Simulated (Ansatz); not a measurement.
Geometry optimisation, RKS PBE0/def2-mTZVP in Ansatz 0.2.0.

Input file:

```yaml
crystal:
  periodic: [false, false, false]
  atoms:
    - { symbol: Si, position_ang: [-0.984838, -0.223044, -0.080765] }
    - { symbol: Br, position_ang: [1.332223, -2.591059, -1.513999] }
    - { symbol: S, position_ang: [-1.468143, -1.695944, 1.126302] }
    - { symbol: H, position_ang: [0.329127, -2.857627, -0.455272] }
    - { symbol: H, position_ang: [-1.546578, -0.132072, -1.457499] }
    - { symbol: Si, position_ang: [0.375528, 1.597326, 0.495817] }
    - { symbol: H, position_ang: [0.729629, 2.393486, -0.709663] }
    - { symbol: H, position_ang: [1.593798, 1.044487, 1.142705] }
    - { symbol: H, position_ang: [-0.360745, 2.464448, 1.452373] }
basis:
  gaussian: { orbitals: def2-mTZVP }
hamiltonian:
  xc: pbe0
relax:
  f_tol: 0.03
  max_steps: 50
```

Command:

```bash
$ ansatz run input.yaml --threads 4 --pin off --max-ram 5120MiB --backend cpu --events-out ev --progress --plain --runs-dir out
```

Problem. Where does it end, and by what steps?

Solution. The forces met the threshold. The force dipped under the threshold on the way, but the program's further checks kept it going. After 18 steps the energy has fallen by 0.068 eV; Br2 moved furthest, 0.75 Å.

| step | energy less start (eV) | largest force component (eV/Å) | accepted |
| --- | --- | --- | --- |
| 0 | 0.0000 | 0.603 | yes |
| 1 | -0.0209 | 0.165 | yes |
| 2 | -0.0251 | 0.032 | yes |
| 3 | -0.0262 | 0.027 | yes |
| 4 | -0.0109 | 0.646 | no |
| 5 | -0.0300 | 0.115 | yes |
| 6 | -0.0332 | 0.226 | yes |
| 7 | -0.0381 | 0.309 | yes |
| 8 | -0.0379 | 0.336 | no |
| 9 | -0.0472 | 0.143 | yes |
| 10 | -0.0518 | 0.103 | yes |
| 11 | -0.0558 | 0.125 | yes |
| 12 | -0.0608 | 0.155 | yes |
| 13 | -0.0637 | 0.086 | yes |
| 14 | -0.0651 | 0.044 | yes |
| 15 | -0.0662 | 0.076 | yes |
| 16 | -0.0668 | 0.051 | yes |
| 17 | -0.0674 | 0.023 | yes |
| 18 | -0.0676 | 0.018 | yes |

```xyz
9
Properties=species:S:1:pos:R:3
Si -1.135 -0.278 0.000
Br 1.163 -1.860 -1.557
S -1.740 -1.622 1.298
H 0.847 -2.847 -0.565
H -1.774 -0.124 -1.337
Si 0.421 1.412 0.466
H 1.034 1.896 -0.801
H 1.469 0.878 1.372
H -0.285 2.545 1.124
```

Whether the end is a true minimum wasn't checked by a vibrational analysis.

Time of the run: 21 s on 4 threads of Intel(R) Xeon(R) 6975P-C (Granite Rapids), with other jobs on the host, peak memory 0.33 GiB.
